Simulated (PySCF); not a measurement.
PySCF input file for CH₅GaN, SMILES [CH3][Ga][NH2], multiplicity 2, C-PCM-PBE0/def2-SVP. Geometry optimised at PBE0-D3(BJ)/def2-SVP. The spin state was assumed, not searched. The isomer is the one that the SMILES or the coordinates give; other isomers of the formula were not compared. Other conformers were not sampled.

```python
import numpy as np
from pyscf import gto, scf, dft
from pyscf.solvent import pcm

mol = gto.M(
    atom='''
    Ga    0.13402608    0.19256378    0.31255015
    C    -0.55308393    1.04393067   -1.35662675
    H    -1.41820297    1.68316430   -1.12593382
    H    -0.85599668    0.26414800   -2.07323438
    H     0.22758359    1.67262797   -1.80989627
    N     0.13471262   -1.63433522    0.38040146
    H    -0.18989316   -2.23249266   -0.37338085
    H     0.45721595   -2.18016238    1.17034104
    ''',
    basis='def2-SVP',
    charge=0,
    spin=1,
    max_memory=1600,
    verbose=3,
)
mf = dft.UKS(mol, xc='pbe0').density_fit(auxbasis='def2-universal-jkfit')
mf.grids.level = 3
mf.conv_tol = 1e-9
mf.max_cycle = 100
mf.kernel()
fine, coarse = mf.grids, dft.Grids(mol).set(level=1).build(with_non0tab=True)
for _ in range(3):  # follow internal instabilities
    mf.grids = coarse
    mo, _, stable, _ = mf.stability(return_status=True, nroots=4)
    mf.grids = fine
    if stable:
        break
    mf.kernel(mf.make_rdm1(mo, mf.mo_occ))
res = {}
for name, eps in {'water': 78.355, 'diethylether': 4.24, 'N,N-dimethylformamide': 37.219}.items():
    s = mf.PCM()
    s.with_solvent.method, s.with_solvent.eps, s.with_solvent.lebedev_order = 'C-PCM', eps, 29
    s.kernel(mf.make_rdm1())
    res[name] = (s.e_tot, eps, s.dip_moment(), s.mo_energy, s.converged)
    print(f'{name}: electrostatic solvation free energy {(s.e_tot - mf.e_tot) * 627.509474:.3f} kcal/mol')
```

Log of the run:

```

WARN: HOMO -0.160965260809906 >= LUMO -0.160965260809909

converged SCF energy = -2020.01736777498  <S^2> = 0.75295644  2S+1 = 2.0029543
<class 'pyscf.df.df_jk.DFUKS'> wavefunction is stable in the internal stability analysis

WARN: PCM is an experimental feature. It is still in testing.
Features and APIs may be changed in the future.

converged SCF energy = -2020.02144077839  <S^2> = 0.75288356  2S+1 = 2.0028815
Dipole moment(X, Y, Z, Debye): -0.25698, -1.02006, -0.57611
water: electrostatic solvation free energy -2.556 kcal/mol

WARN: PCM is an experimental feature. It is still in testing.
Features and APIs may be changed in the future.

converged SCF energy = -2020.02048049273  <S^2> = 0.75289641  2S+1 = 2.0028943
Dipole moment(X, Y, Z, Debye): -0.24122, -0.97423, -0.54014
diethylether: electrostatic solvation free energy -1.953 kcal/mol

WARN: PCM is an experimental feature. It is still in testing.
Features and APIs may be changed in the future.

converged SCF energy = -2020.02137927508  <S^2> = 0.75288428  2S+1 = 2.0028822
Dipole moment(X, Y, Z, Debye): -0.25590, -1.01698, -0.57365
N,N-dimethylformamide: electrostatic solvation free energy -2.517 kcal/mol
```

The calculation finished and met its thresholds.
